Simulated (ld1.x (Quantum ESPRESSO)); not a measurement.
# Before and after: RRKJ potential for selenium (Se)

ld1.x (Quantum ESPRESSO) 7.5 input, shortened:

```
&input
   title='Se', zed=34., rel=1, dft='PZ', iswitch=3,
   config='[Ar] 3d10 4s2 4p3'
 /
 &inputp
   pseudotype=2, tm=.false., rho0=0.01, lloc=2,
   nlcc=.false.
 /
3
4S  1  0   2.00   0.00  1.25  1.25  0.0
3P  2  1   6.00   0.00  0.50  0.50  0.0
3D  3  2  10.00   0.00  0.75  0.75  0.0
 &test
   configts(1)='3p6 3d10 4s2 4p3'
 /
```

Occupied shells without a wave of their own: 4p. They enter only through the test configuration that unscreens the potential.

All-electron outer shells of the reference configuration (LDA (PZ), scalar-relativistic, ld1.x):

```tsv
shell	level (eV)	outermost node (bohr)	outermost maximum (bohr)
3s	-223.19	0.24	0.50
3p	-163.22	0.21	0.50
3d	-63.88	–	0.45
4s	-27.08	0.70	1.49
4p	-15.59	0.74	1.75
```

Change: wave 3d (bound): rc 0.75 bohr becomes 3d (bound): rc 0.96 bohr.

Cutoffs: the cutoffs (Ry, on a coarse ladder) from which the occupation-weighted sum of valence levels, in a spherical-Bessel basis at the reference potential, stays within 10 and 1 mRy of its value at 400 Ry; they do not see the model core or the augmentation charge, which bear on the density cutoff. Errors are all-electron minus pseudo energies relative to the spin-unpolarised reference configuration.

Problem. What does the change do?

Solution. Both files keep a bound ghost (s); the miss of the reference levels goes from 0.11 to 0.55 eV; of the 9 tests that both files solve, the error grows in 8 and shrinks in 0 by more than 15 % and 0.3 meV (median size 138.2 → 670.9 meV); the range in which the p phases agree narrows (upper end at the end of the scan → -1.4); the range in which the d phases agree narrows (upper end 3.0 → 1.4). More of the atom is replaced by a form fitted at one configuration, so other configurations suffer.

| quantity | base | changed |
| --- | --- | --- |
| bound ghosts | s | s |
| largest miss of a reference level, eV | 0.11 | 0.55 |
| error for 3p6 3d10 4s2 4p4, meV [ΔE -11.01 eV] | -88 | -436 |
| error for 3p6 3d10 4s2 4p2, meV [ΔE 20.56 eV] | +138 | +671 |
| error for 3p6 3d10 4s2 4p1, meV [ΔE 51.71 eV] | +342 | +1606 |
| error for 3p6 3d10 4s1 4p4, meV [ΔE 11.58 eV] | -127 | -588 |
| error for 3p6 3d10 4s0 4p6, meV [ΔE 11.09 eV] | -352 | -1596 |
| error for 3p6 3d10 4s1 4p5, meV [ΔE -0.07 eV] | -207 | -980 |
| error for 3p6 3d10 4s2 4p0, meV [ΔE 94.29 eV] | +636 | +2850 |
| error for 3p6 3d10 4s2 4p3 (spin-polarised), meV [ΔE -1.64 eV] | +4.8 | -4.7 |
| error for 3p6 3d10 4s2 4p4 (spin-polarised), meV [ΔE -11.60 eV] | -87 | -441 |
| s: phases at 1.36 bohr within 0.05 rad from the reference energy up to (Ry; the scan ends near 5) | -0.8 | -0.4 |
| p: phases at 1.36 bohr within 0.05 rad from the reference energy up to (Ry; the scan ends near 5) | to the end of the scan | -1.4 |
| d: phases at 1.36 bohr within 0.05 rad from the reference energy up to (Ry; the scan ends near 5) | 3.0 | 1.4 |

Base: The 4p level has no wave, so the channel is fitted at the deeper level alone: the likely source of the large errors. Changed file: The 4p level has no wave, so the channel is fitted at the deeper level alone: the likely source of the large errors. A true bound ghost makes a file unfit for plane-wave use even where its test errors are small: the radial tests pick states by their node count and pass the ghost by.
